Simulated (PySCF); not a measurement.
## Nuclear quadrupole coupling in `CCC[Si@H]1C[C@@H](C#N)C1`

Species: C₇H₁₃NSi.
Structure used (GFN2-xTB), in Å, numbered top down from 1:
```xyz
22
C7H13NSi angstrom
C     -3.570   -0.341    0.471
C     -2.295   -0.037   -0.307
C     -1.099    0.158    0.622
Si     0.488    0.600   -0.314
C      2.139    0.541    0.652
C      2.743   -0.411   -0.409
C      3.408   -1.542    0.169
N      3.901   -2.455    0.652
C      1.462   -0.798   -1.190
H     -3.814    0.484    1.138
H     -3.444   -1.240    1.071
H     -4.406   -0.495   -0.206
H     -2.442    0.866   -0.902
H     -2.088   -0.856   -0.998
H     -1.332    0.952    1.333
H     -0.955   -0.751    1.209
H      0.338    1.804   -1.143
H      2.076    0.059    1.626
H      2.707    1.458    0.779
H      3.447    0.121   -1.053
H      1.135   -1.806   -0.935
H      1.591   -0.761   -2.268
```

Field gradients from the PBE0/pcSseg-1 density (PySCF, non-relativistic), principal values in atomic units, ordered |Vxx| ≤ |Vyy| ≤ |Vzz|:

| atom | Vxx | Vyy | Vzz |
| --- | --- | --- | --- |
| N8 | 0.4659 | 0.4799 | -0.9459 |

Problem. Find the asymmetry η = (Vxx − Vyy)/Vzz and the couplings χ = eQV/h (234.96 MHz × Q in barn × V in au), with Q(14N) = 0.02044 b.

Solution. 
```csv
atom,environment,nucleus,η,χzz (MHz),χxx (MHz),χyy (MHz)
N8,nitrile nitrogen,14N,0.01,-4.543,2.238,2.305
```

The gradient is axial or nearly so (η below 0.05) at N8. 

Problem. What is Vzz at N8 in SI units (1 au = 9.71736 × 10²¹ V/m²)?

Solution. -0.9459 au = -9.191 × 10²¹ V/m².

Problem. And the gradient at the other heavy atoms, for which no coupling is worked out here?

Solution. 
```json
{"atom": "C1", "environment": "methyl carbon", "Vzz (au)": "0.055", "η": "0.07"}
{"atom": "C2", "environment": "chain CH2 carbon", "Vzz (au)": "0.069", "η": "0.75"}
{"atom": "C3", "environment": "sp3 carbon bound to silicon", "Vzz (au)": "-0.053", "η": "0.88"}
{"atom": "Si4", "environment": "SiH silicon", "Vzz (au)": "0.335", "η": "0.20"}
{"atom": "C5", "environment": "sp3 carbon bound to silicon", "Vzz (au)": "0.169", "η": "0.50"}
{"atom": "C6", "environment": "sp3 carbon next to a nitrile", "Vzz (au)": "0.155", "η": "0.28"}
{"atom": "C7", "environment": "nitrile carbon", "Vzz (au)": "-0.420", "η": "0.00"}
{"atom": "C9", "environment": "sp3 carbon bound to silicon", "Vzz (au)": "0.167", "η": "0.47"}
```

Problem. What couplings would deuterons (Q(2H) = 0.00286 b) have in place of the hydrogens, at this geometry?

Solution. 
| atom | bonded to | bond length (Å) | Vzz (au) | η | χzz (kHz) |
| --- | --- | --- | --- | --- | --- |
| H10 | C1 | 1.088 | 0.3140 | 0.02 | 211 |
| H11 | C1 | 1.088 | 0.3141 | 0.02 | 211 |
| H12 | C1 | 1.088 | 0.3159 | 0.02 | 212 |
| H13 | C2 | 1.092 | 0.3036 | 0.03 | 204 |
| H14 | C2 | 1.092 | 0.3039 | 0.03 | 204 |
| H15 | C3 | 1.091 | 0.3117 | 0.02 | 209 |
| H16 | C3 | 1.092 | 0.3094 | 0.03 | 208 |
| H17 | Si4 | 1.469 | 0.1583 | 0.02 | 106 |
| H18 | C5 | 1.089 | 0.3147 | 0.06 | 211 |
| H19 | C5 | 1.086 | 0.3232 | 0.05 | 217 |
| H20 | C6 | 1.092 | 0.2991 | 0.04 | 201 |
| H21 | C9 | 1.089 | 0.3137 | 0.06 | 211 |
| H22 | C9 | 1.087 | 0.3219 | 0.05 | 216 |

Geometry: GFN2-xTB, one conformer, isolated molecule. GFN2-xTB bond lengths can be off by several hundredths of an ångström, more for odd bonds, and the gradients follow them. A larger basis could move these couplings by a tenth or more.

The run behind these numbers computed NMR shieldings as well. Hardware: an Arm Neoverse N1 with one thread, shared host. Cost: 90 s wall, 1.1 GiB resident at most.
